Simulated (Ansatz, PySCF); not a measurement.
Gas-phase reaction in SMILES: CO (CH4O) [methanol] -> C[O-] + H+
Each molecule is optimised on its own at B3LYP-D3(BJ)/def2-TZVP (Ansatz, a quantum-chemistry and plane-wave program).

Wanted: gas-phase deprotonation energy (enthalpy at 298 K, with B3LYP-D3(BJ) rigid-rotor harmonic-oscillator terms from PySCF), in kcal/mol. Valence correlation only, unless marked. Spin-orbit coupling is left out. No relativistic terms. Anions need diffuse functions: aug- sets have them; def2-D sets add few; the other sets have none. CBS(X,Y): correlation extrapolated as X^-3; Hartree-Fock from the larger set. [CCSD(T)-MP2]/basis is that difference in the basis named.

```tsv
level	program	gas-phase deprotonation energy (kcal/mol)
PBE-D3(BJ)/def2-TZVPD	Ansatz + dftd3	375.0
BLYP-D4/def2-TZVPD	Ansatz + dftd4	373.3
TPSS/def2-TZVPD	PySCF	378.7
PBE0/6-31G*	Ansatz	393.9
PBE0-D3(BJ)/def2-TZVP	Ansatz + dftd3	385.2
BHLYP-D3(BJ)/def2-TZVPD	Ansatz + dftd3	384.4
PW6B95-D4/def2-TZVPD	PySCF + dftd4	380.8
wB97M-V/def2-TZVPD	Ansatz	378.3
RPA@PBE/cc-pVQZ	Ansatz	391.1
MP2/aug-cc-pVDZ	Ansatz	377.7
MP2/cc-pwCVTZ	Ansatz	390.1
RI-MP2/aug-cc-pVTZ	Ansatz	379.7
RI-MP2/def2-QZVPPD	Ansatz	380.6
SCS-MP2/def2-SVPD	Ansatz	381.6
RI-MP2/CBS(aug-cc-pVTZ,aug-cc-pVQZ)+[CCSD(T)-MP2]/aug-cc-pVTZ	Ansatz	382.3
```
